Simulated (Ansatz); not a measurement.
Two isomers of C3H7NOSi: A = `C[SiH2]C1N=CO1`, B = `C=C1O[Si]1(C)N`.

Gas-phase electronic energies from Ansatz, PBE0-D4/def2-TZVP geometries. CBS: MP2 limit from def2 TZ/QZ plus the TZ coupled-cluster correction, frozen cores. Functionals use def2-TZVPP. B3LYP here is the variant with VWN-RPA as its local correlation; programs differ in this. One conformer a species, not always the lowest.

A:

```xyz
13

C    -0.778   -0.876    1.751
Si    0.422   -0.879    0.325
C     0.515    0.875   -0.399
N    -0.722    1.303   -1.055
C    -0.020    1.265   -2.125
O     1.212    0.902   -1.703
H    -0.902   -1.883    2.156
H    -1.753   -0.514    1.419
H    -0.428   -0.229    2.559
H    -0.024   -1.763   -0.782
H     1.788   -1.277    0.761
H     0.943    1.632    0.263
H    -0.253    1.441   -3.170
```

B:

Z-matrix (Å, degrees):
```
Si
C 1 1.846
C 1 1.776 2 124.8
N 1 1.686 2 110.5 3 162.6
O 1 1.681 2 116.8 3 -56.3
H 2 1.092 1 111.3 3 -101.7
H 2 1.093 1 110.7 3 138.0
H 2 1.091 1 109.6 3 18.6
C 3 1.320 1 169.5 2 89.4
H 4 1.006 1 123.1 2 -177.8
H 4 1.005 1 123.0 2 11.9
H 9 1.082 3 119.9 1 -6.5
H 9 1.085 3 121.3 1 173.5
```

Question: Which isomer does CCSD(T)/CBS put lower? Give the gap. (Best estimate.)

Answer: Ansatz gave: B, by 203.5 kJ/mol.

Question: Give E(B) − E(A) in kJ/mol with HF/def2-TZVPP, CCSD(T)/def2-TZVPP, B3LYP, PBE-D4, CCSD/def2-TZVPP, ωB97M-V, r2SCAN-D4. (An estimate is asked.)

Answer: Computed: HF/def2-TZVPP -196.1, CCSD(T)/def2-TZVPP -192.9, B3LYP -205.2, PBE-D4 -190.5, CCSD/def2-TZVPP -195.6, ωB97M-V -200.9, r2SCAN-D4 -207.8. None reverses the order clearly.

Largest T1 diagnostic: 0.014.

From PBE to PBE0 (25 % exact exchange), in def2-TZVPP and without D4, E(B) − E(A) moves by −3.9 kJ/mol.
